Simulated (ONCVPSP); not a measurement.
## Configuration tests for silicon (ONCV)

ONCVPSP 4.0.1 input, shortened (lines: element, Z, core and valence counts, functional; n l f; lmax; l rc ep ncon nbas qcut; lloc lpopt rc5 dvloc0; l nproj debl; icmod fcfact rcfact), PBE, scalar-relativistic:

```
  Si 14.00    3    2        4      upf
    1    0    2.00
    2    0    2.00
    2    1    6.00
    3    0    2.00
    3    1    2.00
    1
    0    1.50    0.00    4    7    4.60
    1    1.45    0.00    5    9    5.10
    4    5    1.15    4.00
    0    2    1.70
    1    2    0.60
    3    3.00    1.65
```

Energies are relative to the spin-unpolarised reference configuration 3s2 3p2; without spin polarisation the order of configurations can differ from experiment.

```json
{"valence configuration": "3s2 3p0", "charge": "+2", "ΔE all-electron (eV)": "23.733", "error AE − PS (meV)": "-20"}
{"valence configuration": "3s2 3p1.5", "charge": "+0.5", "ΔE all-electron (eV)": "2.921", "error AE − PS (meV)": "0.0"}
```

Q: What are ΔE and the potential's error for 3s1 3p0?

A: ΔE = 57.704 eV all-electron; the error (AE − PS) is -140 meV.

Q: What are ΔE and the potential's error for 3s2 3p1?

A: ΔE = 7.740 eV all-electron; the error (AE − PS) is -0.7 meV.

Note: ghosts flagged at negative energy: p at -69.4 eV; GHOST(+) flags only above 600 eV. A true bound ghost makes a file unfit for plane-wave use.
